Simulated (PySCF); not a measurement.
Compound: C₄H₉B.
Bonds: C1–C2 (double), C2–B3, B3–C4, C4–C5. Hydrogens: H6, H7 on C1; H8 on C2; H9 on B3; H10, H11 on C4; H12, H13, H14 on C5.

Method: PBE0-D3(BJ)/def2-SVP geometry optimisation, gas phase in PySCF 2.14.0; density fitting, grid level 1; the optimiser is geomeTRIC in internal coordinates, started from a GFN2-xTB structure with every atom displaced at random (about 0.01 Å).

Step 0: E = -4960.5297 eV
```
atom  x, y, z in Å  |  force x, y, z in eV/Å
C1      2.7979    0.4932    0.3469   -2.127   0.825   0.496
C2      1.6786   -0.0764   -0.1451    0.324   0.379   0.332
B3      0.2182    0.3364    0.2270    1.355  -0.369  -0.178
C4     -0.9379   -0.4579   -0.3880   -2.449   0.049   0.927
C5     -2.3744    0.0535   -0.0701    1.015  -0.054   0.185
H6      3.7743    0.2251    0.0699    1.649  -0.630  -0.503
H7      2.7147    1.3308    1.0470    0.026   0.027   0.118
H8      1.8536   -0.8802   -0.8510   -0.088  -0.467  -0.388
H9      0.0665    1.2341    0.9974   -0.133   0.407   0.331
H10    -0.8608   -0.5228   -1.4601    0.437  -0.164  -0.994
H11    -0.9078   -1.5048   -0.0332    0.432  -0.099  -0.046
H12    -2.4883    1.0756   -0.4273   -0.189   0.381  -0.204
H13    -2.5644    0.0836    1.0076    0.056  -0.017   0.260
H14    -3.1552   -0.5633   -0.5053   -0.306  -0.270  -0.336
```

Step 1: E = -4960.6927 eV
```
atom  x, y, z in Å  |  force x, y, z in eV/Å
C1      2.7552    0.5796    0.3079    0.723  -0.255   0.079
C2      1.7100   -0.1284   -0.1405   -0.259  -0.151  -0.169
B3      0.2559    0.2158    0.2696   -0.265   0.085  -0.167
C4     -0.9993   -0.4872   -0.3754    0.249   0.118  -0.087
C5     -2.3698    0.1010   -0.0763   -0.132   0.007  -0.078
H6      3.7995    0.3209    0.0350   -0.403   0.241   0.025
H7      2.6299    1.4130    1.0050   -0.055   0.056   0.034
H8      1.9170   -0.9472   -0.8464   -0.009   0.019   0.069
H9      0.1002    1.0762    1.1187    0.033  -0.029   0.001
H10    -0.8354   -0.5770   -1.4719    0.008  -0.001   0.172
H11    -0.9428   -1.5374   -0.0262    0.003  -0.104   0.019
H12    -2.4484    1.1375   -0.4443    0.003  -0.036   0.005
H13    -2.5681    0.1346    1.0052    0.010  -0.009   0.047
H14    -3.1887   -0.4747   -0.5445    0.091   0.058   0.048
```

Step 2: E = -4960.7044 eV
```
atom  x, y, z in Å  |  force x, y, z in eV/Å
C1      2.7539    0.5474    0.3184    0.055   0.118   0.033
C2      1.6973   -0.1386   -0.1524    0.114   0.012   0.043
B3      0.2521    0.2389    0.2611   -0.042  -0.121  -0.043
C4     -0.9891   -0.4791   -0.3729   -0.009   0.072   0.016
C5     -2.3654    0.1013   -0.0782   -0.040  -0.014  -0.015
H6      3.7962    0.3666    0.0220   -0.102  -0.109  -0.020
H7      2.6058    1.3637    1.0344   -0.017   0.018   0.010
H8      1.8899   -0.9531   -0.8645   -0.009   0.028  -0.028
H9      0.1083    1.0996    1.1105    0.026  -0.002  -0.023
H10    -0.8201   -0.5817   -1.4627   -0.005  -0.005   0.017
H11    -0.9236   -1.5280   -0.0110    0.016   0.006   0.006
H12    -2.4540    1.1318   -0.4576    0.005  -0.003  -0.001
H13    -2.5593    0.1440    1.0051    0.011  -0.003  -0.001
H14    -3.1772   -0.4857   -0.5364   -0.001   0.003   0.006
```

Task: Estimate the geometry and energy of step 3. (The exact step hangs on the optimiser's Hessian estimate; all steps are aligned on step 2, rigid shifts and turns removed.)

Result: E = -4960.7070 eV, largest force 0.095 eV/Å
```
atom  x, y, z in Å  |  force x, y, z in eV/Å
C1      2.7585    0.5545    0.3331   -0.068  -0.001  -0.067
C2      1.7059   -0.1287   -0.1519   -0.015   0.014   0.026
B3      0.2514    0.2330    0.2442   -0.004   0.007   0.077
C4     -0.9953   -0.4812   -0.3780    0.010  -0.003  -0.007
C5     -2.3699    0.1013   -0.0760    0.013  -0.002   0.015
H6      3.7876    0.3448    0.0229    0.060  -0.012   0.043
H7      2.6209    1.3725    1.0506   -0.015  -0.031  -0.020
H8      1.9095   -0.9364   -0.8681    0.017   0.009  -0.028
H9      0.1067    1.0944    1.0915    0.005   0.026   0.005
H10    -0.8334   -0.5901   -1.4670   -0.010  -0.014  -0.028
H11    -0.9275   -1.5288   -0.0113    0.006   0.013   0.000
H12    -2.4604    1.1298   -0.4594    0.003   0.004  -0.002
H13    -2.5534    0.1487    1.0091    0.005   0.002  -0.009
H14    -3.1856   -0.4870   -0.5240   -0.008  -0.013  -0.005
```

The energy changes by -0.0026 eV. The first-order estimate −F·Δx gives -0.0083 eV and the mean of the old and new forces, exact on a quadratic surface, -0.0026 eV. The step makes an angle of 62° with the force vector and moves no atom by more than 0.026 Å.

Hardware: an Arm Neoverse V1 with one thread, no GPU, shared host with 32 logical CPUs at a one-minute load of 14.
